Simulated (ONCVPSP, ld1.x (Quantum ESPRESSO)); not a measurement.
## Potentials for B (Z = 5) compared

Generated with ld1.x 7.5 (TM, RRKJ, ultrasoft, PAW), atompaw 4.2 or ONCVPSP 4.0.1. The cutoff is in Ry: for ld1.x and atompaw files where the sum of valence levels is converged to 10 mRy in a Bessel basis, for ONCV files where the hardest occupied wave has 1 mHa per electron of residual kinetic energy. The error is the largest all-electron minus pseudo excitation energy over each file’s own four to seven test configurations (ionisations up to +4, promotions, holes and added fractions of an electron), all of which were solved. The labels leave out finer settings (local radius, basis sizes, second energies), which also bear on the numbers. Spin-polarised tests are not counted. The rows are a selection from randomly drawn settings: files with unsolved tests, undetermined cutoffs or missed reference levels are left out.

A true bound ghost makes a file unfit for plane-wave use even where its test errors are small: the radial tests pick states by their node count and pass the ghost by.

| potential | cutoff (Ry) | largest error (meV) | bound ghosts |
| --- | --- | --- | --- |
| ultrasoft, PBEsol, non-relativistic, rc 1.38/2.85/2.95 (spd), local smoothed, core correction yes, reference 2s2 2p0.75 | 12 | +32 | none |
| ONCV, PBEsol, scalar-relativistic, rc 1.00/0.85/0.85 (spd), local smoothed, core correction yes, reference 2s1, qcut 7.9/9.3/9.5, projectors 2/3/3 | 50 | -53 | s, p, d |
| TM, PBE, scalar-relativistic, rc 1.20/2.65/2.50 (spd), local smoothed, core correction yes, reference 2s1 2p0 | 21 | +477 | none |
| PAW, PBE, scalar-relativistic, rc 1.25/4.35 (sp), local smoothed, core correction yes, reference 2s1.75 2p1.25 | 18 | +95 | none |
| ultrasoft, Wu–Cohen, scalar-relativistic, rc 1.65/2.00 (sp), local smoothed, core correction yes, reference 2s2 2p1 | 10 | -15 | none |
| ONCV, PBEsol, non-relativistic, rc 1.30/1.40/1.25 (spd), local d, core correction no, reference 2s1, qcut 4/6.1/9, projectors 2/3/0 | 59 | +101 | none |

(1) Fill in the row for B: ultrasoft, PBEsol, scalar-relativistic, rc 1.70/3.10/3.10 (spd), local smoothed, core correction yes, reference 2s2 2p0.

## Answers

(1) cutoff 6 Ry, largest error -252 meV, bound ghosts: none.
